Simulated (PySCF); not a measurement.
**Correlation energy of Ne²⁺ (neon, charge +2)**

[He] 2s2 2p4, high-spin 3P determinant. Calculation: PySCF 2.14, in ANO-RCC-VTZP; scalar relativity by spin-free X2C-1e. Frozen: nothing; 8 electrons correlated.

MP2 pair energies summed by pair of shells (mhartree):

```csv
pair,energy,share (%)
2p-2p,-68.51,44.3
2s-2p,-67.17,43.4
2s-2s,-9.54,6.2
1s-2p,-5.78,3.7
1s-1s,-2.57,1.7
1s-2s,-1.14,0.7
```

Total MP2 correlation energy: -154.70 mhartree.

Same-spin part -38.05 and opposite-spin part -116.65 mhartree; SCS-MP2 scales them by 1/3 and 6/5 to -152.66 mhartree.
